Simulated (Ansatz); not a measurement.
Species: 2,2-difluoropropanal, C₃H₄F₂O, net charge 0, singlet state. 
Geometry from a B3LYP-D3(BJ)/def2-TZVP (Ansatz, a first-principles code) optimisation:
SMILES: CC(F)(C=O)F
```xyz
10

C     -1.2585    -0.8599     0.3058
C     -0.2744     0.1860    -0.1194
F     -0.3554     0.4131    -1.4735
F     -0.5464     1.3899     0.4875
C      1.2045    -0.1098     0.1720
O      1.5864    -1.1097     0.7073
H     -1.1905    -1.0141     1.3811
H     -2.2623    -0.5292     0.0433
H     -1.0369    -1.7998    -0.1963
H      1.8854     0.6958    -0.1630
```
Charge 0, spin multiplicity 1.

Total electronic energies in hartree. Valence correlation only, unless marked. No spin-orbit coupling. No relativistic terms. CBS(X,Y): correlation extrapolated as X^-3; Hartree-Fock from the larger set. The bracket is a focal-point correction in the basis named.

```tsv
level	program	energy (Eh)
PBE-D4/def2-TZVPD	Ansatz + dftd4	-391.38328
revPBE/def2-TZVPD	Ansatz	-391.66871
BHLYP-D3(BJ)/def2-TZVPD	Ansatz + dftd3	-391.61670
wB97X/def2-TZVPD	Ansatz	-391.70195
B2GP-PLYP-D4/def2-TZVPD	Ansatz + dftd4	-391.46974
RI-MP2/cc-pVQZ	Ansatz	-391.15720
CCSD/6-31G	Ansatz	-390.17217
CCSD(T)/STO-3G	Ansatz	-384.73729
RI-MP2/CBS(cc-pVTZ,cc-pVQZ)+[CCSD(T)-MP2]/cc-pVTZ	Ansatz	-391.2959
```

Totals of different functionals don't rank their quality; only differences between species are comparable.
